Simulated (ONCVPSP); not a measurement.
# W (Z = 74): excitation energies, all-electron against ONCV

W (Z = 74), optimised norm-conserving Vanderbilt (ONCV), made with ONCVPSP 4.0.1 (PBE, scalar-relativistic). Core [Kr] 4d10 4f14, reference 5s2 5p6 5d3 (charge +3). Waves: 5s: rc 1.65 bohr, ncon 4, nbas 8, qcut 8.7 1/bohr, local; 5p: rc 1.65 bohr, ncon 4, nbas 7, qcut 9 1/bohr, 1 projector; 5d: rc 2.60 bohr, ncon 4, nbas 8, qcut 5.5 1/bohr, 3 projectors, debl 2.8 Ha. Local part: the s channel. Core correction: Teter function, fcfact 3.5, rcfact 1.35.

Energies are relative to the spin-unpolarised reference configuration 5s2 5p6 5d3; without spin polarisation the order of configurations can differ from experiment.

| valence configuration | charge | ΔE all-electron (eV) | error AE − PS (meV) |
| --- | --- | --- | --- |
| 5s2 5p6 5d4 6s2 | 0 | -49.946 | +1249 |
| 5s2 5p6 5d4 6s1 | +1 | -41.062 | +767 |
| 5s2 5p6 5d4 | +2 | -25.382 | +22 |

Problem. What are ΔE and the potential's error for 5s2 5p6 5d5?

Solution. ΔE = -40.253 eV all-electron; the error (AE − PS) is +55 meV.
